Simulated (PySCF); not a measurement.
Ga(NCO)(OH)2 (CH₂GaNO₃), SMILES [Ga]([N]=C=O)([OH])[OH]. Atoms are numbered in the order given.

```xyz
8

Ga    -0.0007     0.7029     0.0000
N      0.0352    -1.1125     0.0000
C      0.0131    -2.3152     0.0000
O     -0.0034    -3.4899     0.0000
O     -1.5308     1.5822     0.0000
H     -2.3005     0.9983     0.0000
O      1.4979     1.6346     0.0000
H      2.2867     1.0769     0.0000
```

Coordinates come from a r2SCAN-D4/def2-SVP optimisation. One conformer was computed; it need not be the lowest.

Two levels are set side by side: PBE/pcSseg-1 (PySCF) and B3LYP/pcSseg-1 (PySCF). GIAO shifts against H2O (¹⁷O), NH3 (¹⁵N), TMS (¹H), TMS (¹³C) at the same level; non-relativistic, no solvent, atoms listed together averaged. Differences are taken from unrounded values.

```csv
quantity,B3LYP,PBE,PBE minus B3LYP
δ(¹⁵N) of N2 (ppm),46.7,51.8,5.1
δ(¹³C) of C3 (ppm),128.2,123.2,-5.0
δ(¹⁷O) of O4 (ppm),135.3,138.9,3.6
"δ(¹⁷O) of O5, O7 (ppm)",45.6,57.5,11.9
"δ(¹H) of H6, H8 (ppm)",2.21,2.31,0.10
```

Rough cost on one machine, each run with all the roots and properties that it gave: B3LYP against PBE within a factor of 2.
